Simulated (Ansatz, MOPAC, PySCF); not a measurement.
Diatomic TaSb, closed-shell singlet (lowest of 2S+1 = 1, 3, 5, 7, 9 at CCSD(T)/def2-TZVPP on PBE0 minima; our sources give no spin for the ground state, which may be another). No spin–orbit coupling.

Seven points along R, fitted to fifth degree in 1/R; most abundant isotopes. Runs in def2 and cc sets follow the lowest solution found near the PBE0 minimum. The singlet is held restricted.

The values were computed with Ansatz (a program for electronic structure) with Gaussian orbitals; MOPAC for PM6 (differences of heats of formation); PySCF for LANL2DZ rows.  In def2 rows elements past Kr take small-core potentials, without spin–orbit coupling.

| level | r_e (Å) | ω_e (cm⁻¹) | ω_e x_e (cm⁻¹) | α_e (cm⁻¹) | dipole (D) |
|---|---|---|---|---|---|
| PM6 | 2.489 | 334 | 0.15 | 2.8e-5 | - |
| SVWN5/def2-TZVPP | 2.431 | 285 | 0.41 | 7.5e-5 | 2.76 |
| PBE/def2-TZVPP | 2.458 | 274 | 0.40 | 7.5e-5 | 2.76 |
| BP86/LANL2DZ | 2.463 | 270 | 0.40 | 7.6e-5 | 2.35 |
| r2SCAN/def2-TZVPP | 2.440 | 286 | 0.40 | 7.3e-5 | 3.08 |
| B97M-V/def2-TZVPP | 2.453 | 281 | 0.40 | 7.3e-5 | 2.76 |
| B3LYP/LANL2DZ | 2.448 | 280 | 0.38 | 7.2e-5 | 2.71 |
| B3LYP/def2-TZVPP | 2.448 | 283 | 0.39 | 7.2e-5 | 3.11 |
| PBE0/def2-TZVPP | 2.426 | 295 | 0.38 | 6.9e-5 | 3.24 |
| BHLYP/def2-TZVPP | 2.418 | 304 | 0.36 | 6.6e-5 | 3.70 |
| CAM-B3LYP/def2-TZVPP | 2.415 | 304 | 0.36 | 6.6e-5 | 3.63 |
| wB97X-V/def2-TZVPP | 2.399 | 315 | 0.34 | 6.2e-5 | 3.96 |
| wB97M-V/def2-TZVPP | 2.404 | 312 | 0.34 | 6.3e-5 | 3.81 |
| B2PLYP/def2-TZVPP | 2.489 | 248 | 0.62 | 9.8e-5 | - |

Correlated levels freeze the inner cores; with def2 sets outer-core shells near the valence are correlated too. Rows in LANL2DZ carry no dispersion term and start afresh at each structure. LANL2DZ brings its own core potentials from Na on. The state that PM6 reach isn't checked.

Doubts at one or more of the structures used: a restricted determinant that unrestricted orbitals would lower (B2PLYP/def2-TZVPP).
